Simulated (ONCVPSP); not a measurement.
**lead: one change to an ONCV potential, before and after**

lead (Pb), optimised norm-conserving Vanderbilt (ONCV), made with ONCVPSP 4.0.1 (LDA (Perdew-Zunger), fully relativistic). Core [Kr] 4d10 4f14, reference 5s2 5p6 5d10 6s2 6p1.5 (charge +0.5). Waves: 5s+6s: rc 1.10 bohr, ncon 3, nbas 7, qcut 9.3 1/bohr, 2 projectors; 5p+6p: rc 1.65 bohr, ncon 4, nbas 7, qcut 10.2 1/bohr, 2 projectors; 5d: rc 1.80 bohr, ncon 4, nbas 9, qcut 9.2 1/bohr, 2 projectors, debl 1.3 Ha. Local part: polynomial inside 1.05 bohr (lpopt 5, dvloc0 0 Ha). Core correction: polynomial model core, fcfact 0.25.

Open shells are filled in proportion to 2j + 1.

All-electron outer shells of the reference configuration (LDA (Perdew-Zunger), scalar-relativistic, ld1.x):

```json
{"shell": "4d", "level (eV)": "-405.63", "outermost node (bohr)": "0.19", "outermost maximum (bohr)": "0.39"}
{"shell": "5s", "level (eV)": "-148.11", "outermost node (bohr)": "0.45", "outermost maximum (bohr)": "0.78"}
{"shell": "4f", "level (eV)": "-136.94", "outermost node (bohr)": "–", "outermost maximum (bohr)": "0.35"}
{"shell": "5p", "level (eV)": "-89.64", "outermost node (bohr)": "0.49", "outermost maximum (bohr)": "0.88"}
{"shell": "5d", "level (eV)": "-24.96", "outermost node (bohr)": "0.52", "outermost maximum (bohr)": "1.07"}
{"shell": "6s", "level (eV)": "-15.80", "outermost node (bohr)": "1.01", "outermost maximum (bohr)": "1.95"}
{"shell": "6p", "level (eV)": "-6.79", "outermost node (bohr)": "1.18", "outermost maximum (bohr)": "2.57"}
```

Change: s: rc 1.46.

Cutoffs: the cutoffs (Ha) at which the residual kinetic energy of the hardest occupied pseudo-wave falls to 1 and 0.1 mHa per electron; they do not see the model core or the augmentation charge, which bear on the density cutoff. Errors are all-electron minus pseudo energies relative to the spin-unpolarised reference configuration.

What does the change do?

The potential gets softer (38 Ha and 53 Ha → 30 Ha and 35 Ha); of the 4 tests that both files solve, the error grows in 1 and shrinks in 0 by more than 15 % and 0.3 meV (median size 0.1 → 0.1 meV); neither file shows a bound ghost. A larger radius leaves more room for a smooth pseudo-wave, so fewer plane waves are needed.

```tsv
quantity	base	changed
cutoff, loose	38 Ha	30 Ha
cutoff, tight	53 Ha	35 Ha
loose cutoff by channel	s 38 Ha, p 27 Ha, d 27 Ha	s 30 Ha, p 27 Ha, d 27 Ha
bound ghosts	none	none
GHOST(+) flags under 300 eV	s at 203.6 eV	s at 151.6 eV
error for 5s2 5p6 5d10 6s2 6p2, meV [ΔE -2.67 eV]	-0.1	-0.1
error for 5s2 5p6 5d10 6s2 6p1, meV [ΔE 4.29 eV]	+0.1	+0.1
error for 5s2 5p6 5d10 6s2 6p0, meV [ΔE 18.21 eV]	-0.1	+0.1
error for 5s1 5p6 5d10 6s2 6p2, meV [ΔE 149.22 eV]	-55	-310
p3/2: phases at 1.67 bohr within 0.05 rad from the reference energy up to (Ha; the scan ends near 5)	to the end of the scan	to the end of the scan
p1/2: phases at 1.67 bohr within 0.05 rad from the reference energy up to (Ha; the scan ends near 5)	to the end of the scan	to the end of the scan
d5/2: phases at 1.83 bohr within 0.05 rad from the reference energy up to (Ha; the scan ends near 5)	to the end of the scan	to the end of the scan
d3/2: phases at 1.83 bohr within 0.05 rad from the reference energy up to (Ha; the scan ends near 5)	to the end of the scan	to the end of the scan
rms error of d²Exc/dni dnj with the model core, mHa	2.81	2.34
```
